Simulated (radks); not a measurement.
Problem. These are the eigenvalues of the occupied orbitals of an atom or ion with whole-number occupations (Ry). All-electron calculation, scalar-relativistic Kohn-Sham, PBE, spin-unpolarised, spherical densities, point nucleus. Program: a radial shooting solver on a logarithmic mesh with Libxc functionals.

1s: -3683.282
2s: -608.6919
2p: -541.7027
3s: -135.4357
3p: -114.6867
3d: -87.31268
4s: -27.78850
4p: -20.95041
4d: -11.49420
5s: -4.29224
5p: -2.62708
4f: -1.27520
6s: -0.74971

Which element is it, and in what charge state? The configuration may be excited.

Solution. Z = 64, gadolinium, charge +1: Gd+ in [Xe] 4f7 6s2. The list shows which subshells hold electrons but not how many an open one holds; the 1s level, -1841.6 hartree, gives Z - s = 60.7 by -(Z - s)^2/2, which with screening and relativity narrows Z to a few neighbours, and the depths of the outer levels then fix element, charge and occupations together.
